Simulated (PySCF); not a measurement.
A structure optimised at PBE-D3(BJ)/def2-SVP, used in a PySCF frequency run:

```
Si
F 1 1.6440
O 1 1.6667 2 109.42
C 3 1.4162 1 124.03 2 67.02
H 4 1.1093 3 108.72 1 166.39
H 4 1.1128 5 108.14 3 -121.36
H 4 1.1150 5 107.96 6 -116.59
H 1 1.5027 2 105.58 3 118.38
C 1 1.8596 8 114.83 2 -120.71
H 9 1.1083 1 110.88 8 61.50
H 9 1.1084 10 108.42 1 121.64
H 9 1.1084 10 108.41 11 117.27
```

**Question.** Write its SMILES and formula.

**Answer.** CO[SiH](C)F, C₂H₇FOSi

**Question.** What are its rotational constants (standard atomic weights)?

**Answer.** 5.8943, 2.8158, 2.1136 GHz
